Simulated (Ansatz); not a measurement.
Start from `[SiH3][SiH2][GeH3]` and change one atom or group to get `[OH][GeH2][SiH2][SiH3]`.

Ansatz, PBE0-D4/def2-TZVP geometries, multiplicity 1. Each molecule was computed in one conformer, which needn't be the lowest.

Scalar relativity is left out up to krypton.

```
                                                                                  property  `[SiH3][SiH2][GeH3]`
                                            zero-point energy (PBE0-D4/def2-TZVP) / kJ/mol                 170.1
                                                      HOMO–LUMO gap (PBE0/def2-TZVPP) / eV                  7.78
ideal-gas entropy at 298 K and 1 bar (rigid rotor, harmonic PBE0-D4/def2-TZVP) / J/(mol·K)                   366
                                                         HOMO energy (PBE/def2-TZVPP) / eV                 -6.93
                                                       HOMO–LUMO gap (PBE/def2-TZVPP) / eV                  5.92
                                        size of the dipole moment (ωB97M-V/def2-TZVPP) / D                  0.17
```

Problem. Give the same properties after the change, and the shifts. (Estimate.)

Solution. The calculation gave: 
```
                                                                                  property  `[OH][GeH2][SiH2][SiH3]`  shift
                                            zero-point energy (PBE0-D4/def2-TZVP) / kJ/mol                     186.8   16.7
                                                      HOMO–LUMO gap (PBE0/def2-TZVPP) / eV                      7.06  -0.72
ideal-gas entropy at 298 K and 1 bar (rigid rotor, harmonic PBE0-D4/def2-TZVP) / J/(mol·K)                       401     35
                                                         HOMO energy (PBE/def2-TZVPP) / eV                     -6.44   0.49
                                                       HOMO–LUMO gap (PBE/def2-TZVPP) / eV                      5.01  -0.91
                                        size of the dipole moment (ωB97M-V/def2-TZVPP) / D                      1.56   1.39
```

With PBE0 the HOMO rises by 0.29 eV and the LUMO falls by 0.43 eV, so the gap narrows by about 0.72 eV. PBE moves the HOMO by 0.49 eV and ωB97M-V by 0.22 eV. The zero-point energy changes by 16.7 kJ/mol with +3 modes. Dipoles are sizes alone; their direction can turn. Modes under 60 cm⁻¹, often nearly free rotors, make the harmonic entropy too high.
